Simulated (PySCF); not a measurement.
A GIAO shielding run with PySCF 2.14.0 with density-fitted response routines (density fitting, non-relativistic, gas phase) on `N[SiH2][SiH2]O`, H$_{7}$NOSi$_{2}$:

```
$ OMP_NUM_THREADS=1 python probes_run.py task.json out

{"job": {"kind": "nmr", "xc": "BLYP", "basis": "pcSseg-2", "pop": false}, "charge": 0, "multiplicity": 1}
N     -1.908267    -0.193266    -0.871941
Si    -0.788487    -0.191898     0.454277
Si     1.379587    -0.067441    -0.441960
O      2.510997     0.260244     0.748645
H     -1.820975     0.507352    -1.599434
H     -2.882481    -0.426748    -0.714820
H     -0.933854     0.930159     1.455301
H     -0.993271    -1.454295     1.230321
H      1.382190     0.981969    -1.519515
H      1.797019    -1.355378    -1.064510
H      2.292780     0.982172     1.345162
```

Hardware: 1 thread of an Arm Neoverse V1, shared host.

(1) How large is the calculation?

(2) How long does it take, and how much memory does it need?

(3) And these other runs on the same molecule and hardware: GIAO shielding at PBE0/pcSseg-1; GIAO shielding at wB97X-D/pcSseg-2; GIAO shielding at B3LYP/pcSseg-2; GIAO shielding at B97-D/pcSseg-2; GIAO shielding at BP86/pcSseg-2; GIAO shielding at HF/pcSseg-2?

Results:

(1) 50 electrons, 256 basis functions and 744 auxiliary functions.

(2) 35 s of wall time, with 15 SCF cycles; peak memory 0.79 GiB. Times on a shared host scatter by some tens of per cent.

(3) PBE0/pcSseg-1: 117 functions, 7.3 s; wB97X-D/pcSseg-2: 256 functions, 31 s; B3LYP/pcSseg-2: 256 functions, 27 s; B97-D/pcSseg-2: 256 functions, 37 s; BP86/pcSseg-2: 256 functions, 36 s; HF/pcSseg-2: 256 functions, 16 s.
